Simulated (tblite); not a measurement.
Question: What does the GFN2-xTB structure of `C#CC(=O)NC/[C]=C\C` [radical] look like in three dimensions? (Doublet state.)

Answer: 
```xyz
17
C7H8NO angstrom
C      3.7871    0.6949    0.6978
C      2.9130    0.2259    0.0232
C      1.9244   -0.4020   -0.8286
O      2.1812   -1.3153   -1.5836
N      0.6967    0.1629   -0.7037
C     -0.4673   -0.3796   -1.3824
C     -1.5335   -0.7383   -0.4571
C     -2.2197   -0.3158    0.5570
C     -2.1293    1.0461    1.2222
H      4.5411    1.1158    1.2963
H      0.5468    0.8633    0.0054
H     -0.1043   -1.2597   -1.9304
H     -0.8460    0.3402   -2.1238
H     -2.9566   -0.9670    1.0150
H     -3.1302    1.4449    1.3722
H     -1.5591    1.7441    0.6141
H     -1.6513    0.9449    2.1962
```

Any rigid rotation of these coordinates is as good. Atoms count from 1 in this order. C3 (carbon bonded to C, N and O) is planar (angles 124.2°, 123.2° and 112.5°, sum 360.0°, 0.01 Å off the plane of its three neighbours). The 2 C–N bonds span 1.357 Å (C3–N5, drawn single) to 1.453 Å (N5–C6, drawn single), a spread of 0.096 Å. C8 (carbon bonded to 2 C and H) is planar (angles 127.2°, 119.6° and 113.2°, sum 360.0°, 0.00 Å off the plane of its three neighbours). The C–C distances run from 1.200 Å (C1≡C2, drawn triple) to 1.518 Å (C8–C9, drawn single), a spread of 0.318 Å.

Bonds between heavy atoms (Å): C1≡C2 1.200, C2–C3 1.448, C3=O4 1.212, C3–N5 1.357, N5–C6 1.453, C6–C7 1.457, C7=C8 1.295, C8–C9 1.518.

Structure optimised with GFN2-xTB, isolated species. This method treats the open shell by occupation alone, without spin polarisation.

Point group: C1 (no symmetry element, even within 0.4 Å). Its GFN2-xTB frequencies are all real (lowest 23 cm⁻¹). Torsions: C2–C3–N5–C6 -175°, C3–N5–C6–C7 122°, N5–C6–C7–C8 48°.

One conformer stands for the species.

The numbers are calculated, not measured.
